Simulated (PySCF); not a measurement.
Electric field gradients and quadrupole coupling constants

Compound: C4H10FNSi.
Geometry (GFN2-xTB, Å), atoms numbered from 1 in this order:
```
atom  x, y, z in Å
C1     2.5145    0.3759    1.3390
N2     1.6498    0.4508    0.4424
Si3    1.1563   -0.5230   -0.8839
C4    -0.6214   -1.0888   -0.4130
F5    -0.5037   -2.2828    0.3026
C6    -1.4406   -0.1138    0.4193
C7    -1.7345    1.1660   -0.3477
H8     3.2427   -0.4325    1.4407
H9     2.5718    1.1636    2.0873
H10    1.9019   -1.7406   -1.2149
H11    1.1242    0.4262   -1.9941
H12   -1.1785   -1.3628   -1.3170
H13   -2.3769   -0.6001    0.7091
H14   -0.8881    0.1194    1.3316
H15   -0.8095    1.6908   -0.5720
H16   -2.2440    0.9431   -1.2831
H17   -2.3710    1.8206    0.2428
```

Field gradients from the PBE0/pcSseg-1 density (PySCF, non-relativistic), principal values in atomic units, ordered |Vxx| ≤ |Vyy| ≤ |Vzz|:

```csv
atom,Vxx,Vyy,Vzz
N2,0.1243,0.9151,-1.0394
```

Find the asymmetry η = (Vxx − Vyy)/Vzz and the couplings χ = eQV/h (234.96 MHz × Q in barn × V in au), with Q(14N) = 0.02044 b.

```tsv
atom	environment	nucleus	η	χzz (MHz)	χxx (MHz)	χyy (MHz)
N2	C=N nitrogen	14N	0.76	-4.992	0.597	4.395
```

What is Vzz at N2 in SI units (1 au = 9.71736 × 10²¹ V/m²)?

-1.0394 au = -10.100 × 10²¹ V/m².

Were the hydrogens deuterons (Q(2H) = 0.00286 b), χzz would run from 106 kHz (H10) to 213 kHz (H17).

Isolated species at its GFN2-xTB geometry (one conformer only). GFN2-xTB bond lengths can be off by several hundredths of an ångström, more for odd bonds, and the gradients follow them. The small basis limits the accuracy of the gradients.
